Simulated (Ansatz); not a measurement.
Program: Ansatz. Geometries: PBE0-D4/def2-TZVP. ΔE: electronic, gas phase. CBS: MP2 limit from def2 TZ/QZ plus the TZ coupled-cluster correction, frozen cores. This one scheme is used for every species. Functionals use def2-TZVPP. B3LYP here is the variant with VWN-RPA as its local correlation; programs differ in this. For Ga outer-core shells are correlated without core-valence functions, which leaves a few kJ/mol of doubt a bond. Scalar relativity is left out up to krypton. One conformer a species, not always the lowest.

`[OH][Ga]([Cl])[Cl]` + CH₃OH → `C[O][Ga]([OH])[Cl]` + HCl  (ligand exchange at a Ga–Cl bond)

`[OH][Ga]([Cl])[Cl]`:

```xyz
5

O    -0.760    1.192    0.029
Ga    0.010   -0.395    0.061
Cl   -1.129   -2.065    0.667
Cl    2.045   -0.622   -0.499
H    -0.166    1.890   -0.258
```

CH₃OH:

```xyz
6

C     0.310    0.168    0.053
O    -0.936   -0.096   -0.551
H     0.743    1.023   -0.466
H     1.006   -0.675   -0.039
H     0.213    0.428    1.115
H    -1.335   -0.848   -0.111
```

`C[O][Ga]([OH])[Cl]`:

Cartesian coordinates in Å:
```
C 1.158 0.766 -0.783
O -0.115 0.695 -0.179
Ga -0.762 -0.752 0.597
O -2.372 -0.712 1.322
Cl 0.373 -2.543 0.672
H 1.710 -0.179 -0.735
H 1.756 1.536 -0.287
H 1.046 1.043 -1.836
H -2.794 0.147 1.230
```

HCl:

Cartesian coordinates in Å:
```
Cl -0.293 -0.565 -0.063
H 0.293 0.565 0.063
```

| level | ΔE (kJ/mol) | difference from CCSD(T)/CBS |
| --- | --- | --- |
| PBE-D4 | 60.0 | 3.0 |
| r2SCAN-D4 | 60.8 | 3.8 |
| PBE0-D4 | 65.2 | 8.2 |
| B3LYP-D4 | 58.7 | 1.7 |
| ωB97X-V | 59.7 | 2.7 |
| ωB97M-V | 61.9 | 4.9 |
| B2PLYP | 58.4 | 1.4 |
| PBE | 62.2 | 5.2 |
| r2SCAN | 61.6 | 4.6 |
| PBE0 | 67.2 | 10.2 |
| B3LYP | 62.1 | 5.1 |
| HF/def2-TZVPP | 72.3 | 15.3 |
| MP2/def2-TZVPP | 54.6 | -2.4 |
| SCS-MP2/def2-TZVPP | 54.2 | -2.8 |
| CCSD/def2-TZVPP | 55.8 | -1.2 |
| CCSD(T)/def2-TZVPP | 54.0 | -3.0 |
| HF/def2-QZVPP | 70.9 | 13.9 |
| MP2/def2-QZVPP | 55.9 | -1.1 |
| SCS-MP2/def2-QZVPP | 55.7 | -1.3 |
| HF/CBS(def2) | 70.7 | 13.7 |
| MP2/CBS(def2) | 57.7 | 0.7 |
| CCSD/CBS(def2) | 58.9 | 1.9 |
| CCSD(T)/CBS | 57.0 | 0 |

Largest T1 diagnostic among the species: 0.013.

From PBE to PBE0 (25 % exact exchange), in def2-TZVPP and without D4, ΔE moves by +4.9 kJ/mol. In def2-TZVPP, CCSD(T) changes the Hartree–Fock value by −18.4 kJ/mol (the triples alone add −1.9 kJ/mol) and MP2 by −17.7 kJ/mol. The D4 term adds −3.4 kJ/mol with B3LYP and −2.0 kJ/mol with PBE0; it sums over pairs of atoms, weighted by their polarisabilities, and B3LYP, whose exchange is more repulsive, gets the larger term.
